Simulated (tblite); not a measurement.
Species: C4H11AsS.
Structure used (GFN2-xTB), in Å, numbered top down from 1:
```
atom  x, y, z in Å
C1     2.5693   -0.4418   -0.0679
As2    1.0758   -0.3057   -1.3535
C3    -0.3521    0.1056    0.0175
C4    -1.2505   -1.0877    0.3035
C5    -1.1512    1.2974   -0.4751
S6    -2.3384    1.9486    0.7610
H7     3.4407   -0.8863   -0.5472
H8     2.2965   -1.0439    0.7973
H9     2.8436    0.5583    0.2693
H10    0.8156   -1.7883   -1.3629
H11    0.1628    0.3948    0.9428
H12   -1.7448   -1.4189   -0.6104
H13   -0.6676   -1.9175    0.7034
H14   -2.0188   -0.8243    1.0309
H15   -0.4958    2.1258   -0.7598
H16   -1.7700    1.0249   -1.3319
H17   -1.4222    2.2710    1.6730
```

Level: GFN2-xTB in tblite, geometry and Hessian alike; calculated harmonic values, unscaled, isolated species. Errors from tens to a few hundred cm⁻¹ against measured bands are possible. Modes of hydrogen on arsenic and sulfur can be 10 to 20 % off. One conformer, not necessarily the lowest. The optimisation stopped once no atom felt more than 0.01 eV/Å.

Lowest wavenumbers of the output (negative numbers stand for imaginary wavenumbers):
```
mode    cm-1
  1     -46.1
  2      81.9
  3     141.2
  4     166.6
  5     190.9
  6     211.9
  7     227.2
  8     247.5
```

Task: Is this structure a minimum?

Result: Not by this Hessian. 1 mode is imaginary beyond 20i (46i cm⁻¹), so at this level the point lies at or near a first-order saddle. The curvature is small, so loose convergence or finite differences may be the whole cause.

Task: Which atoms move in the imaginary mode?

Result: 46i: C1 (methyl carbon) 35 %, C4 (methyl carbon) 17 %. These are shares of the mass-weighted motion.

Task: What is the remedy?

Result: Step along that mode in both directions, optimise again with tighter thresholds and repeat the frequencies. The zero-point energy of this point (84.1 kcal/mol) counts the 44 real modes alone, and thermal corrections from it aren't those of a minimum.
